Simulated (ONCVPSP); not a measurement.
**Which change was made? (Ti, ONCV)**

ONCVPSP 4.0.1 input, shortened (lines: element, Z, core and valence counts, functional; n l f; lmax; l rc ep ncon nbas qcut; lloc lpopt rc5 dvloc0; l nproj debl; icmod fcfact rcfact), PBE, scalar-relativistic:

```
  Ti 22.00    3    4        4      upf
    1    0    2.00
    2    0    2.00
    2    1    6.00
    3    0    2.00
    3    1    6.00
    3    2    2.00
    4    0    2.00
    2
    0    1.90    0.00    4    9    7.90
    1    1.35    0.00    4    7   10.40
    2    1.40    0.00    4    9   12.40
    4    1    1.30    0.00
    0    2    1.30
    1    2    3.50
    2    2    2.90
    0    0.00    0.00
```

Cutoffs, loose and tight: the cutoffs (Ha) at which the residual kinetic energy of the hardest occupied pseudo-wave falls to 1 and 0.1 mHa per electron. They do not see the model core or the augmentation charge, which bear on the density cutoff. Test errors are all-electron minus pseudo excitation energies from the reference, over the configurations 3s2 3p6 3d2 4s1; 3s2 3p6 3d2 4s0; 3s2 3p6 3d1 4s0; 3s2 3p6 3d3 4s1; variants that change the core or the reference have their own tests.

The base gives: outcome: generated; cutoff, loose: 49 Ha; cutoff, tight: 57 Ha; bound ghosts: none; GHOST(+) flags above zero: none; largest test error (meV): +7.5.

Problem. After one change the result is: outcome: generated; cutoff, loose: 60 Ha; cutoff, tight: 70 Ha; bound ghosts: none; GHOST(+) flags above zero: none; largest test error (meV): +2.2. Which change was it?
A. all radii scaled by about 1.33 (s 2.54, p 1.80, d 1.86 bohr); local potential polynomial inside 1.74 bohr (lpopt 1, dvloc0 0 Ha)
B. all radii scaled by about 1.18 (s 2.24, p 1.60, d 1.66 bohr); local potential polynomial inside 1.54 bohr (lpopt 1, dvloc0 0 Ha)
C. all radii scaled by about 0.77 (s 1.48, p 1.04, d 1.08 bohr); local potential polynomial inside 1.02 bohr (lpopt 1, dvloc0 0 Ha)

Solution. C. The others give: all radii scaled by about 1.33 (s 2.54, p 1.80, d 1.86 bohr); local potential polynomial inside 1.74 bohr (lpopt 1, dvloc0 0 Ha) → outcome: generated; cutoff, loose: 34 Ha; cutoff, tight: 40 Ha; bound ghosts: none; GHOST(+) flags above zero: none; largest test error (meV): +31 | all radii scaled by about 1.18 (s 2.24, p 1.60, d 1.66 bohr); local potential polynomial inside 1.54 bohr (lpopt 1, dvloc0 0 Ha) → outcome: generated; cutoff, loose: 42 Ha; cutoff, tight: 50 Ha; bound ghosts: none; GHOST(+) flags above zero: none; largest test error (meV): +18.
